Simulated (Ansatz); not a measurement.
A run for Ansatz (an electronic-structure program): R-PBE/def2-TZVPPD on CH2F4 (a complex), monomers drawn apart or pushed together. Files ending in .json are basis or fitting sets from the Basis Set Exchange.

Ansatz 0.2 input:
```yaml
crystal:
  periodic: [false, false, false]
  atoms:
    - {symbol: F, position_ang: [0.25024175, 0.23257027, -0.14423264]}
    - {symbol: H, position_ang: [-0.02466204, 0.91421912, 0.42293237]}
    - {symbol: F, position_ang: [-0.16772690, 1.12356833, 2.23584973]}
    - {symbol: C, position_ang: [0.21654800, -0.05160730, 2.80063352]}
    - {symbol: F, position_ang: [-0.82333003, -0.53473423, 3.48393189]}
    - {symbol: F, position_ang: [1.21033693, 0.21111698, 3.65204293]}
    - {symbol: H, position_ang: [0.53471045, -0.74480935, 2.02335552]}
basis:
  gaussian:
    orbitals: def2-TZVPPD.json
hamiltonian:
  xc: {name: PBE}
scf: {lower_state_search: off}
```

The head of its log:

```
WARN ansatz: RAYON_NUM_THREADS=2 ignored (pool sized by the plan → 2); use --threads N
Functional definition: PBE
these checks for a lower state are left out or cut short: stability, starts, cluster_reference, orbital_swaps, neighbouring_geometries, increment
integrals: 0.13 GiB planned
1080 factors; their error is unknown
mean field: 1.03 GiB planned
mean field evaluation 1: about -11928.1218 eV, gradient 5.0e1 eV
mean field evaluation 2: about -11920.6768 eV, gradient 9.0e1 eV
```

**Question.** Predict the final total energy.

**Answer.** -438.4688 hartree.
